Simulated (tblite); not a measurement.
Species: C5H10O3Si.
Z-matrix (Å and degrees, GFN2-xTB geometry), rows numbered from 1:
```
O 
C   1  1.2065
C   2  1.5216  1  123.13
O   3  1.4036  2  111.04  1  -165.73
C   4  1.4295  3  111.33  2   -42.43
C   5  1.5200  4  108.82  3   168.12
C   6  1.5213  5  109.18  4  -173.24
O   7  1.4152  6  107.88  5    57.85
Si  5  1.9154  4  104.81  3    46.70
H   3  1.0916  2  112.00  1   -45.47
H   3  1.1044  2  107.00  1    73.26
H   5  1.1042  4  108.40  3   -73.57
H   6  1.0894  5  108.43  4   -53.95
H   6  1.0908  5  111.34  4    65.40
H   7  1.0974  6  110.44  5   177.99
H   7  1.0974  6  109.58  5   -62.19
H   8  0.9622  7  110.09  6  -168.66
H   9  1.4592  2  109.55  1   -54.61
H   9  1.4546  2  106.99  1    75.08
```

Calculated harmonic vibrations of the isolated species, GFN2-xTB (tblite), most abundant isotopes, no scaling. This tight-binding method is rough: wavenumbers can miss measured ones by several per cent, in bad cases by 10 to 20. Modes of hydrogen on silicon can be 10 to 20 % off. One conformer, not necessarily the lowest.

Harmonic wavenumbers (cm⁻¹): 65.1, 101.6, 134.6, 162.7, 205.2, 267.0, 317.0, 333.3, 364.9, 384.7, 395.9, 501.6, 519.0, 566.0, 615.2, 648.4, 660.3, 704.2, 733.9, 855.5, 884.5, 941.5, 991.0, 1014.6, 1028.6, 1086.5, 1092.9, 1126.2, 1132.3, 1182.3, 1212.3, 1237.1, 1255.5, 1268.8, 1293.2, 1332.9, 1356.8, 1420.9, 1474.7, 1481.5, 1764.3, 2295.4, 2341.5, 2793.0, 2813.8, 2893.3, 2916.8, 2978.1, 2986.3, 3013.6, 3552.7.

A = 2769, B = 954.5, C = 740.4 MHz; mass 146.040 u (most abundant isotopes); point group C1, symmetry number 1.

**Question.** Zero-point energy?

**Answer.** Half the sum of the wavenumbers: 31350 cm⁻¹ = 89.63 kcal/mol.

**Question.** What is S at 400 K and 1 bar for an ideal gas of classical rigid rotors and harmonic oscillators?

**Answer.** Translation 42.33, rotation 30.36, vibration 38.26: S = 111.0 cal/(mol K).

**Question.** And Cp and H(400 K) − H(0)?

**Answer.** Cp = 50.84 cal/(mol K), of which vibrations give 42.89 (their classical limit is 51 R = 101.3); H(400 K) − H(0) = 11.63 kcal/mol without the zero-point energy, 8.45 from vibrations.

**Question.** What must be added to the electronic energy to get the Gibbs energy at 400 K and 1 bar?

**Answer.** ZPE + [H(400 K) − H(0)] − T·S = 89.63 + 11.63 − 44.38 = 56.88 kcal/mol.

**Question.** Blend soft modes into free rotors: weight 1/[1 + (100 cm⁻¹/ν̃)⁴] for the oscillator and the rest for a rotor with moment μB/(μ + B), μ = h/(8π²ν), B = 10⁻⁴⁴ kg m². What vibrational entropy results?

**Answer.** 36.55 cal/(mol K) in place of 38.26, which changes −T·S at 400 K by +0.69 kcal/mol.

**Question.** Which modes carry the vibrational entropy at 400 K?

**Answer.** 65.1 cm⁻¹: 4.88; 101.6 cm⁻¹: 4.00; 134.6 cm⁻¹: 3.45; 162.7 cm⁻¹: 3.08; 205.2 cm⁻¹: 2.64; 267.0 cm⁻¹: 2.14 cal/(mol K); the other 45 give 18.08 together.

Hindered rotation and anharmonicity are outside this model. Other conformers, if any are populated, would add a mixing term that is left out. The structure is chiral; the term R ln 2 for an equal mix with its mirror image is left out.
